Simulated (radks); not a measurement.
The oxygen ion O3+, configuration [He] 2s2 3p1 (not the ground configuration). Method: scalar-relativistic Kohn-Sham, PBE, spin-unpolarised, spherical densities, point nucleus; computed with a radial shooting solver on a logarithmic mesh with Libxc functionals.

Normalised radial functions P(r) = r R(r), r in bohr:

```
   r/bohr * 2s, o 2p (the largest magnitude, 1.08, reaches the edge; | marks zero, & curves that meet)
 0.007019                             o *
 0.009901                             o  *
  0.01397                             o   *
   0.0197                             o    *
  0.02779                             o      *
   0.0392                             |o       *
  0.05485                             |o         *
  0.07737                             | o         *
   0.1091                             |   o        *
    0.154                             |      o   *
   0.2172                             |     *     o
   0.3063                         *   |                o
   0.4321              *              |                     o
   0.6046    *                        |                         o
   0.8529  *                          |                        o
    1.203         *                   |                 o
    1.697                   *         |        o
    2.394                          *  |  o
    3.377                             &
    4.763                             &
    6.665                             &
```

2s: eigenvalue -90.829 eV, 1 radial node at r = 0.272 bohr, <r> = 0.939 bohr, 90 % of the charge inside 1.45 bohr. 2p (empty): eigenvalue -77.217 eV, 0 radial nodes, <r> = 0.864 bohr, 90 % of the charge inside 1.41 bohr.
